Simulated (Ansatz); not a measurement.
`C=C=C[SiH2][SiH3]` + H₂O → `C=C=CO` + `[SiH3][SiH3]`  (formal hydrolysis of a C–Si bond)

Isolated molecules relaxed with PBE0-D4/def2-TZVP in Ansatz; ΔE leaves out vibrations. CCSD(T)/CBS is the MP2 limit (def2-TZVPP, def2-QZVPP) plus CCSD(T) − MP2 in def2-TZVPP, frozen cores. This one scheme is used for every species. DFT in def2-TZVPP. B3LYP here is the variant with VWN-RPA as its local correlation; programs differ in this. Each species was taken in one conformer, which may not be the lowest.

`C=C=C[SiH2][SiH3]`:

Cartesian coordinates in Å:
```
C -1.499 1.552 2.100
C -0.729 1.377 1.067
C 0.057 1.166 0.051
Si 1.123 -0.359 -0.059
Si 0.387 -1.735 -1.807
H -1.150 2.095 2.972
H -2.513 1.167 2.114
H 0.069 1.892 -0.761
H 1.055 -1.086 1.235
H 2.536 0.033 -0.321
H -1.000 -2.206 -1.544
H 0.390 -0.975 -3.088
H 1.273 -2.921 -1.961
```

H₂O:

Cartesian coordinates in Å:
```
O 0.325 0.215 0.001
H -0.431 0.303 -0.584
H 0.106 -0.517 0.582
```

`C=C=CO`:

Cartesian coordinates in Å:
```
C 0.828 -1.167 -0.598
C 0.318 -0.108 -0.038
C -0.182 0.957 0.525
O -1.502 1.283 0.617
H 0.997 -2.083 -0.037
H 1.108 -1.179 -1.649
H 0.452 1.705 0.989
H -2.020 0.591 0.192
```

`[SiH3][SiH3]`:

Z-matrix (Å, degrees):
```
Si
Si 1 2.338
H 1 1.488 2 110.3
H 1 1.488 2 110.3 3 120.0
H 1 1.488 2 110.3 3 -120.0
H 2 1.488 1 110.3 3 59.9
H 2 1.488 1 110.3 3 179.9
H 2 1.488 1 110.3 3 -60.1
```

```json
{"level": "B3LYP-D4", "ΔE (kJ/mol)": "85.0"}
{"level": "ωB97X-V", "ΔE (kJ/mol)": "82.5"}
{"level": "ωB97M-V", "ΔE (kJ/mol)": "87.9"}
{"level": "B3LYP", "ΔE (kJ/mol)": "76.5"}
{"level": "MP2/def2-TZVPP", "ΔE (kJ/mol)": "101.6"}
{"level": "CCSD/def2-TZVPP", "ΔE (kJ/mol)": "89.3"}
{"level": "MP2/def2-QZVPP", "ΔE (kJ/mol)": "105.6"}
{"level": "MP2/CBS(def2)", "ΔE (kJ/mol)": "107.9"}
```

Question: What does CCSD(T)/CBS give? (Estimate.)

Answer: Computed: +96.4 kJ/mol. The listed levels differ from it by -11.4, -13.9, -8.5, -19.9, 5.2, -7.1, 9.2, 11.5 kJ/mol.

Largest T1 diagnostic among the species: 0.013.

The D4 term adds +8.5 kJ/mol with B3LYP and +5.0 kJ/mol with PBE0; it sums over pairs of atoms, weighted by their polarisabilities, and B3LYP, whose exchange is more repulsive, gets the larger term. From PBE to PBE0 (25 % exact exchange), in def2-TZVPP and without D4, ΔE moves by +5.8 kJ/mol. In def2-TZVPP, CCSD(T) changes the Hartree–Fock value by +10.4 kJ/mol (the triples alone add +0.8 kJ/mol) and MP2 by +21.9 kJ/mol.
